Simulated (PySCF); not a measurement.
isocyanic acid (CHNO), singlet, at a GFN2-xTB geometry, with bond 4-1 at 2.0 times its length. Base run: R2SCAN/def2-SVP in PySCF.

Geometry (Å):
```xyz
4

N     -1.0902     0.1955     0.2632
C      0.0481    -0.0494     0.0138
O      1.1455    -0.1055    -0.3388
H     -2.5518    -0.6517     1.3075
```
Charge 0, spin multiplicity 1.
All else is at PySCF's defaults.
Base energy -168.29362 Eh.

Each row names what was changed in the base input (with any setting that the change needs).

```json
[
 {"change": "base", "ΔE vs base (µEh)": "0.0", "SCF cycles": "12", "outcome": "converged"},
 {"change": "conv_tol = 1e-12", "ΔE vs base (µEh)": "-", "SCF cycles": "13", "outcome": "not converged"},
 {"change": "init_guess = 1e", "ΔE vs base (µEh)": "0.0", "SCF cycles": "18", "outcome": "converged"},
 {"change": "DIIS = ADIIS", "ΔE vs base (µEh)": "-", "SCF cycles": "27", "outcome": "not converged"},
 {"change": "level_shift = 1.0 (with mf.max_cycle = 100)", "ΔE vs base (µEh)": "-", "SCF cycles": "100", "outcome": "not converged"},
 {"change": "level_shift = 0.1 (with mf.max_cycle = 100)", "ΔE vs base (µEh)": "0.0", "SCF cycles": "13", "outcome": "converged"},
 {"change": "conv_tol = 1e-4", "ΔE vs base (µEh)": "5.1", "SCF cycles": "9", "outcome": "converged"},
 {"change": "diis_space = 4", "ΔE vs base (µEh)": "0.0", "SCF cycles": "19", "outcome": "converged"},
 {"change": "init_guess = huckel", "ΔE vs base (µEh)": "0.0", "SCF cycles": "16", "outcome": "converged"},
 {"change": "diis = off; damp = 0.6 (with mf.diis_start_cycle = 200; with mf.max_cycle = 150)", "ΔE vs base (µEh)": "-", "SCF cycles": "150", "outcome": "not converged"},
 {"change": "conv_tol = 1e-6", "ΔE vs base (µEh)": "0.9", "SCF cycles": "10", "outcome": "converged"},
 {"change": "diis_space = 2", "ΔE vs base (µEh)": "-", "SCF cycles": "50", "outcome": "not converged"},
 {"change": "init_guess = atom", "ΔE vs base (µEh)": "0.0", "SCF cycles": "12", "outcome": "converged"}
]
```
